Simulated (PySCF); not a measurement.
Calculation: PBE-D3(BJ)/def2-TZVP // TPSS-D3(BJ)/def2-SVP (PySCF). All species are isolated molecules in the gas phase. 

Reference species: [Zr(Cl)(Br)3] (neutral, multiplicity 1).

coordination number: 4
mean distance from the central atom to its bonded neighbours: 2.448 Å
HOMO–LUMO gap: 4.05 eV

Changed species: [Zr(Cl)4] (0 of 4 Cl replaced by Br; the reference has 3 of 4 Cl replaced by Br).

Task: Predict the effect on the coordination number, mean distance from the central atom to its bonded neighbours and HOMO–LUMO gap.

Result: the coordination number is nearly the same; the mean distance from the central atom to its bonded neighbours drops by 0.111 Å, to 2.337 Å; the HOMO–LUMO gap goes up by 0.72 eV, to 4.77 eV.
